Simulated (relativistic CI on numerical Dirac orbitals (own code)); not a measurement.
Electric-dipole transitions in Pb LXXV

Calculated at this level of theory: Dirac-Coulomb-Breit CI, separate exchange-only KLI orbitals for each configuration, model QED, unscaled Slater integrals (own radial code, finite nucleus).

Configurations in the expansion (outside the closed core 1s2): 2s2.2p4, 2s.2p5, 2p6, 2s2.2p3.3s, 2p5.3s, 2p5.3p, 2s2.2p3.3p, 2p5.3d, 2s2.2p3.3d, 2s.2p4.3s, 2s.2p4.3p, 2s.2p4.3d, 2s2.2p3.4s, 2s2.2p3.4p, 2s2.2p3.4d, 2s2.2p3.4f. Levels of other configurations are missing.

| λ vac (nm) | Lower | Upper | A (s⁻¹) | E lower (eV) | E upper (eV) |
| --- | --- | --- | --- | --- | --- |
| 0.07992 | 2s2.2p4 3P_2 [1] | 2s2.2p3.4d 3D°_3 [133] | 1.28e+15 | 0.0 | 15513.7 |
| 0.08910 | 2s2.2p4 3P_1 [3] | 2s2.2p3.3d 3D°_2 [167] | 1.07e+15 | 2263.4 | 16178.5 |
| 0.08916 | 2s2.2p4 3P_1 [3] | 2s2.2p3.3d 3P°_1 [165] | 1.80e+15 | 2263.4 | 16168.6 |
| 0.08922 | 2s2.2p4 1D_2 [4] | 2s2.2p3.3d 3D°_2 [167] | 1.10e+15 | 2282.1 | 16178.5 |
| 0.08929 | 2s2.2p4 1D_2 [4] | 2s2.2p3.3d 3F°_3 [164] | 2.17e+15 | 2282.1 | 16167.8 |
| 0.08945 | 2s2.2p4 3P_2 [1] | 2s2.2p3.3d 3P°_1 [68] | 2.71e+15 | 0.0 | 13861.4 |
| 0.08949 | 2s2.2p4 3P_2 [1] | 2s2.2p3.3d 3D°_2 [67] | 2.61e+15 | 0.0 | 13854.4 |
| 0.08950 | 2s2.2p4 1S_0 [2] | 2s2.2p3.3d 3D°_1 [70] | 2.77e+15 | 71.5 | 13923.8 |
| 0.08951 | 2s2.2p4 3P_2 [1] | 2s2.2p3.3d 3F°_3 [66] | 2.42e+15 | 0.0 | 13851.1 |
| 0.08962 | 2s.2p5 3P°_2 [5] | 2s.2p4.3d 3D_2 [196] | 2.56e+15 | 2745.0 | 16579.6 |
| 0.08964 | 2s.2p5 3P°_2 [5] | 2s.2p4.3d 3F_3 [195] | 1.95e+15 | 2745.0 | 16575.6 |
| 0.08966 | 2s.2p5 3P°_2 [5] | 2s.2p4.3d 3P_1 [194] | 2.65e+15 | 2745.0 | 16574.0 |
| 0.08997 | 2s.2p5 3P°_2 [5] | 2s.2p4.3d 5F_3 [190] | 1.02e+15 | 2745.0 | 16525.0 |
| 0.09199 | 2s2.2p4 1D_2 [4] | 2s.2p4.3p 3D°_3 [153] | 7.63e+14 | 2282.1 | 15760.5 |
| 0.09225 | 2s2.2p4 3P_2 [1] | 2s.2p4.3p 3D°_3 [45] | 8.05e+14 | 0.0 | 13440.5 |
| 0.10507 | 2s2.2p4 3P_1 [3] | 2s2.2p3.3d 3P°_2 [81] | 1.49e+15 | 2263.4 | 14063.1 |
| 0.10521 | 2s2.2p4 1D_2 [4] | 2s2.2p3.3d 3F°_3 [82] | 1.73e+15 | 2282.1 | 14067.0 |
| 0.10527 | 2s2.2p4 3P_0 [7] | 2s2.2p3.3d 3D°_1 [174] | 4.67e+15 | 4579.7 | 16357.7 |
| 0.10530 | 2s.2p5 3P°_2 [5] | 2s.2p4.3d 3D_3 [111] | 2.09e+15 | 2745.0 | 14519.7 |
| 0.10544 | 2s2.2p4 3P_1 [3] | 2s2.2p3.3d 3S°_1 [78] | 2.07e+15 | 2263.4 | 14022.6 |
| 0.10554 | 2s2.2p4 1D_2 [4] | 2s2.2p3.3d 1D°_2 [80] | 2.94e+15 | 2282.1 | 14029.7 |
| 0.10556 | 2s2.2p4 3P_2 [1] | 2s2.2p3.3d 3D°_3 [25] | 3.59e+15 | 0.0 | 11745.7 |
| 0.10556 | 2s2.2p4 3P_1 [3] | 2s2.2p3.3d 3D°_2 [77] | 2.73e+15 | 2263.4 | 14008.6 |
| 0.10556 | 2s2.2p4 1D_2 [4] | 2s2.2p3.3d 1F°_3 [79] | 2.55e+15 | 2282.1 | 14027.0 |
| 0.10560 | 2s2.2p4 1D_2 [4] | 2s2.2p3.3d 3S°_1 [78] | 1.03e+15 | 2282.1 | 14022.6 |
| 0.10572 | 2s2.2p4 3P_2 [1] | 2s2.2p3.3d 3D°_2 [24] | 1.60e+15 | 0.0 | 11728.1 |
| 0.10590 | 2s.2p5 1P°_1 [6] | 2s.2p4.3d 1D_2 [114] | 3.75e+15 | 2843.6 | 14550.9 |
| 0.10606 | 2s.2p5 1P°_1 [6] | 2s.2p4.3d 1P_1 [113] | 2.48e+15 | 2843.6 | 14534.1 |
| 0.10606 | 2s.2p5 3P°_2 [5] | 2s.2p4.3d 3P_2 [108] | 2.94e+15 | 2745.0 | 14434.6 |
| 0.10606 | 2s2.2p4 1S_0 [2] | 2s2.2p3.3d 3D°_1 [26] | 2.22e+15 | 71.5 | 11761.1 |
| 0.10619 | 2s.2p5 3P°_2 [5] | 2s.2p4.3d 3D_3 [107] | 2.07e+15 | 2745.0 | 14421.2 |
| 0.10619 | 2s.2p5 3P°_2 [5] | 2s.2p4.3d 3P_1 [106] | 1.38e+15 | 2745.0 | 14420.8 |
| 0.26567 | 2s2.2p3.3p 3D_2 [14] | 2s2.2p3.4d 3F°_3 [128] | 1.70e+14 | 10771.1 | 15438.1 |
| 0.30365 | 2s2.2p3.3p 3D_3 [15] | 2s2.2p3.4d 3F°_4 [131] | 2.22e+14 | 11419.6 | 15502.7 |
| 0.30543 | 2s2.2p3.3p 3P_2 [17] | 2s2.2p3.4d 3D°_3 [133] | 1.81e+14 | 11454.4 | 15513.7 |
| 0.31178 | 2s2.2p3.3d 3D°_2 [19] | 2s2.2p3.4f 3F_3 [135] | 3.55e+14 | 11555.9 | 15532.6 |
| 0.31230 | 2s2.2p3.3d 3F°_3 [20] | 2s2.2p3.4f 3G_4 [136] | 4.28e+14 | 11564.9 | 15534.9 |
| 0.31264 | 2s2.2p3.3d 3D°_1 [21] | 2s2.2p3.4f 3F_2 [137] | 2.75e+14 | 11569.4 | 15535.1 |
| 0.32197 | 2s2.2p3.3d 3F°_4 [23] | 2s2.2p3.4f 3G_5 [140] | 4.48e+14 | 11714.4 | 15565.3 |
| 0.32311 | 2s2.2p3.3d 3D°_2 [24] | 2s2.2p3.4f 3F_3 [141] | 3.67e+14 | 11728.1 | 15565.4 |
| 0.32468 | 2s2.2p3.3d 3D°_3 [25] | 2s2.2p3.4f 3F_4 [139] | 4.01e+14 | 11745.7 | 15564.4 |
| 0.32553 | 2s2.2p3.3d 3D°_1 [26] | 2s2.2p3.4f 1D_2 [142] | 3.57e+14 | 11761.1 | 15569.7 |
| 0.43601 | 2s2.2p4 3P_2 [1] | 2s.2p5 1P°_1 [6] | 5.01e+13 | 0.0 | 2843.6 |
| 0.45168 | 2s2.2p4 3P_2 [1] | 2s.2p5 3P°_2 [5] | 2.76e+13 | 0.0 | 2745.0 |
| 1.5614 | 2s2.2p3.3s 3P°_2 [11] | 2s2.2p3.3p 3D_3 [15] | 4.23e+12 | 10625.5 | 11419.6 |

Terms are leading LS components. Brackets give the number of a level in order of energy, since labels repeat. The list gives strong lines, with weight on those to low levels, without lines whose two gauges differ by over a factor of 2.5, among the lowest 200 of 342 levels, so that lines to higher ones, which can be the strongest, are missing. Levels whose partners in the same complex of configurations lie outside the list can be far off, and so can their lines. Rates are taken at the computed energies, electric ones in the length gauge.

At this charge energies of transitions that change n are usually good to better than 1 %, and those within a shell (Δn = 0) to a few per cent.

Task: From the table, what is the radiative lifetime of 2s2.2p3.4d 3D°_3?

Result: The listed rates from this level add up to about 1.46e+15 s⁻¹, 97 % of its decay; with all channels τ = 6.64e-16 s.

LS names give the leading component of a level, which can be under half, so a name can repeat, a term be missing and a line seem to break the LS rules.
